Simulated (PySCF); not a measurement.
# A small calculation by hand: chemical shift, span and skew from a shielding tensor

Si(Cl)(Me) (CH₃ClSi), SMILES C[Si]Cl (connectivity only; charge and spin as stated), neutral, multiplicity 1. Atoms are numbered in the order given.

```xyz
6

Si     0.8110    -0.4865     0.0000
Cl    -0.2627     1.3304     0.0000
C     -0.6620    -1.6790     0.0000
H     -0.3325    -2.7204     0.0000
H     -1.2918    -1.5059    -0.8791
H     -1.2918    -1.5059     0.8791
```
Charge 0, spin multiplicity 1.

Geometry optimised at B3LYP-D3(BJ)/def2-TZVP.

GIAO shieldings from PBE0/pcSseg-2 run with PySCF, non-relativistic, no solvent. The symmetric part of the tensor of C3 has the principal values 86.2, 153.8, 185.4 ppm. The same nucleus in TMS has σ = 186.1 ppm at this level (PySCF, at its B3LYP-D3(BJ)/def2-TZVP geometry). Without spin–orbit terms, shifts of atoms bonded to Cl or Br come out too high.

Work out the isotropic shielding, the ¹³C shift against TMS, the span and the skew.


σ(iso) = (σ11 + σ22 + σ33)/3 = 141.8 ppm. δ = σ(ref) − σ(iso) = 186.1 − (141.8) = 44.3 ppm.
Span Ω = σ33 − σ11 = 99.2 ppm. Skew κ = 3(σ(iso) − σ22)/Ω = -0.36. Tumbling in solution averages the tensor to δ; in a static solid the shielding alone would spread this spin-1/2 line over Ω.
